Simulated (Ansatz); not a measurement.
An input meant for Ge5Te5⁺ (charge 1, doublet; atoms displaced at random, 0.08 Å in each coordinate).

```yaml
crystal:
  periodic: [false, false, false]
  atoms:
    - {symbol: Ge, position_ang: [2.737751, -0.064649, -0.127240]}
    - {symbol: Ge, position_ang: [-1.196701, -1.727293, 1.239835]}
    - {symbol: Ge, position_ang: [0.571128, 2.483959, 0.823774]}
    - {symbol: Ge, position_ang: [-1.694494, 1.054421, 0.844703]}
    - {symbol: Ge, position_ang: [0.342450, -0.588057, -2.732869]}
    - {symbol: Te, position_ang: [-3.065647, -0.115955, 2.679280]}
    - {symbol: Te, position_ang: [1.240056, 1.847162, -1.545886]}
    - {symbol: Te, position_ang: [0.963214, -0.159094, 1.741698]}
    - {symbol: Te, position_ang: [1.792239, -2.145650, -1.636897]}
    - {symbol: Te, position_ang: [-2.045635, -0.500286, -1.075360]}
basis:
  gaussian: {orbitals: def2-SVPD}
total_charge: 1
magnetization: {spin_polarized: true, initial_magnetization: 1}
hamiltonian: {xc: {name: HF}}
correlation: {active_space: {window: {electrons: 6, orbitals: 2}}}
```

```sh
$ ansatz run in.yaml --threads 4 --pin off --events-out ev --progress --plain --max-ram 6963MiB
```

Output, abridged:

```
Error: invalid value for `correlation.active_space`: it starts from restricted Hartree–Fock orbitals; set hamiltonian.xc: hf without magnetization.spin_polarized
```

In the def2 sets Te takes a core potential; there is no spin–orbit coupling.
